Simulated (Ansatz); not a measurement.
A run for Ansatz (a quantum-chemistry and plane-wave program): U-CCSD(T)/def2-TZVPP on CuF+, 2S+1 = 2, a spin state set in the input, which need not be the lowest, a point of a bond scan (R = 1.696 Å). Charge +1.

Ansatz 0.2 input:
```yaml
crystal:
  periodic: [false, false, false]
  atoms:
    - {symbol: Cu, position_ang: [0.00000000, 0.00000000, 0.00000000]}
    - {symbol: F, position_ang: [0.00000000, 0.00000000, 1.69552700]}
basis:
  gaussian:
    orbitals: def2-TZVPP
    pivot_positions_ang: [[0.00000000, 0.00000000, 0.00000000], [0.00000000, 0.00000000, 1.69552700]]
total_charge: 1
magnetization: {spin_polarized: true, initial_magnetization: 1}
correlation: {method: ccsd_t, electrons: valence}
output: {orbitals: {seedname: ./end}}
```

Program output:

```
WARN ansatz: RAYON_NUM_THREADS=1 ignored (pool sized by the plan → 1); use --threads N
Functional definition: HF
integrals: 0.15 GiB planned
741 factors; integrals over basis functions are off by at most 4.2e-4 eV
mean field: 0.27 GiB planned
mean field evaluation 1: about -47282.9367 eV, gradient 9.2e1 eV
mean field evaluation 2: about -47282.9382 eV, gradient 9.2e1 eV
mean field evaluation 4: about -47294.9063 eV, gradient 8.5e0 eV
mean field evaluation 8: about -47295.1283 eV, gradient 7.8e-1 eV
mean field evaluation 16: about -47289.7679 eV, gradient 5.3e1 eV
mean field evaluation 32: about -47296.6815 eV, gradient 2.2e-6 eV
mean field evaluation 64: about -47295.7955 eV, gradient 3.6e-1 eV
mean field evaluation 96: about -47292.9659 eV, gradient 1.6e0 eV
mean field evaluation 128: about -47296.6526 eV, gradient 4.9e0 eV
mean field evaluation 160: about -47295.7663 eV, gradient 2.9e0 eV
mean field evaluation 192: about -47293.1011 eV, gradient 4.0e1 eV
mean field evaluation 224: about -47292.8471 eV, gradient 8.9e-2 eV
mean field evaluation 256: about -47292.8460 eV, gradient 1.4e-2 eV
mean field evaluation 288: about -47292.8797 eV, gradient 6.8e-2 eV
mean field evaluation 320: about -47292.9747 eV, gradient 6.6e-1 eV
mean field evaluation 352: about -47292.8240 eV, gradient 5.8e0 eV
mean field evaluation 384: about -47292.6722 eV, gradient 2.9e0 eV
mean field evaluation 416: about -47295.7961 eV, gradient 3.8e-2 eV
mean field evaluation 448: about -47292.3159 eV, gradient 2.1e-2 eV
mean field evaluation 480: about -47293.8965 eV, gradient 5.6e0 eV
mean field evaluation 512: about -47296.2249 eV, gradient 1.8e-2 eV
mean field evaluation 544: about -47293.9537 eV, gradient 1.5e0 eV
mean field evaluation 576: about -47293.9792 eV, gradient 2.6e0 eV
mean field evaluation 608: about -47293.4202 eV, gradient 8.2e0 eV
mean field evaluation 640: about -47293.7384 eV, gradient 3.8e0 eV
mean field evaluation 672: about -47293.4439 eV, gradient 7.6e0 eV
mean field evaluation 704: about -47293.9533 eV, gradient 2.4e0 eV
mean field evaluation 736: about -47293.5646 eV, gradient 2.3e-1 eV
mean field evaluation 768: about -47293.0436 eV, gradient 5.5e-3 eV
mean field evaluation 800: about -47292.6552 eV, gradient 7.5e0 eV
mean field evaluation 832: about -47296.2249 eV, gradient 3.7e-4 eV
mean field evaluation 864: about -47292.0240 eV, gradient 7.3e0 eV
mean field evaluation 896: about -47292.1466 eV, gradient 9.0e0 eV
mean field -47296.68147766 eV, -1738.1209854617 hartree, gradient 2.2e-6 eV, S^2 0.752778; 16 other end points of the search recorded, 0 dependent functions left out
determinant -47296.68147766 eV, -1738.1209854617 hartree, with singles and doubles -47321.32157618 eV, -1739.0264923807 hartree
determinant -47296.22492977 eV, -1738.1042076363 hartree, with singles and doubles -47320.79299278 eV, -1739.0070672992 hartree
determinant -47295.79619783 eV, -1738.0884520280 hartree, with singles and doubles -47320.05149005 eV, -1738.9798175764 hartree
determinant -47295.15753618 eV, -1738.0649816453 hartree, with singles and doubles -47320.62615471 eV, -1739.0009361130 hartree
determinant -47293.56505660 eV, -1738.0064591002 hartree, with singles and doubles -47316.56593767 eV, -1738.8517258892 hartree
determinant -47292.84597889 eV, -1737.9800334820 hartree, with singles and doubles -47315.80638126 eV, -1738.8238127060 hartree
determinant -47296.68147766 eV, -1738.1209854617 hartree, with singles and doubles -47321.50335823 eV, -1739.0331727480 hartree
determinant -47296.22492977 eV, -1738.1042076363 hartree, with singles and doubles -47321.07227100 eV, -1739.0173305844 hartree
6 core orbitals not correlated
reference -47296.68147766 eV, -1738.1209854617 hartree; 13, 12 occupied and 76, 77 virtual orbitals, 741 factors
second order -25.99890014 eV of doubles, -0.00000000 eV of singles
coupled cluster: 0.55 GiB planned
cycle   1  -24.82187228 eV  change    8.3e-6 eV  update   6.5e-6
perturbative correction -0.63955572 eV, -0.0235032393 hartree
Total energy: -47322.14290566 eV, -1739.0566756825 hartree
```

The run converged.

Cost: very roughly 90 core-seconds.
